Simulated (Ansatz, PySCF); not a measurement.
This PySCF input computes a PBE/def2-TZVPD energy:

```python
from pyscf import gto, scf, dft

mol = gto.M(
    atom='''
    B     0.78637393   -0.99326566    0.99886838
    F     2.06679956   -1.12882836    0.85490990
    I    -0.42515218    0.28539214   -0.23940625
    ''',
    basis='def2-tzvpd',
    ecp='def2-tzvp',
    charge=0,
    spin=1,
    verbose=4,
)

mf = dft.UKS(mol, xc='pbe').density_fit(auxbasis='def2-universal-jkfit')
mf.grids.level = 3
mf.conv_tol = 1e-9
mf.max_cycle = 100
mf.max_memory = 1500
mf.kernel()
if not mf.converged:
    mf = mf.newton()
    mf.kernel(mf.make_rdm1())
for _ in range(2):
    mo, _, stable, _ = mf.stability(return_status=True)
    if stable:
        break
    mf.kernel(mf.make_rdm1(mo, mf.mo_occ))
mf.analyze()
```

### Question
Write an input for the same energy in Ansatz (a quantum-chemistry and plane-wave program) and say what it gives.

### Answer

Ansatz 0.2 input:
```yaml
crystal:
  periodic: [false, false, false]
  atoms:
    - {symbol: B, position_ang: [0.78637393, -0.99326566, 0.99886838]}
    - {symbol: F, position_ang: [2.06679956, -1.12882836, 0.85490990]}
    - {symbol: I, position_ang: [-0.42515218, 0.28539214, -0.23940625]}
basis:
  gaussian:
    orbitals: def2-TZVPD
hamiltonian:
  xc: {name: PBE}
magnetization: {spin_polarized: true, initial_magnetization: 1}
output: {forces: true}
```
It gives -422.31602 Eh, and PySCF -422.31605 Eh, a difference of 0.03 mEh, from the treatment of integrals and grids.

It need not be the lowest isomer of its formula.
